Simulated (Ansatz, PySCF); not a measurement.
Constitutional and geometric isomers with formula H3BSi2. All species are isolated molecules in the gas phase. Strings in code marks are SMILES.

Quantity: electronic energy of isomers of H3BSi2 relative to `B1[SiH]=[SiH]1`, in kcal/mol.

Level 1: HSE06/cc-pVTZ // PBE0-D3(BJ)/def2-TZVP (Ansatz, a first-principles code)
Level 2: PBE-D3(BJ)/def2-TZVP // PBE0-D3(BJ)/def2-TZVP (PySCF)
Level 3: r2SCAN0/cc-pVTZ // PBE0-D3(BJ)/def2-TZVP (Ansatz)
Level 4: SVWN5/6-31G* // PBE0-D3(BJ)/def2-TZVP (PySCF)

```
species            level 2  level 3  level 4
-----------------  -------  -------  -------
`B1=[SiH][SiH2]1`     31.9     35.5     33.2
```

**Question.** What does level 1 give for each?

**Answer.** 
- `B1=[SiH][SiH2]1`: 34.5
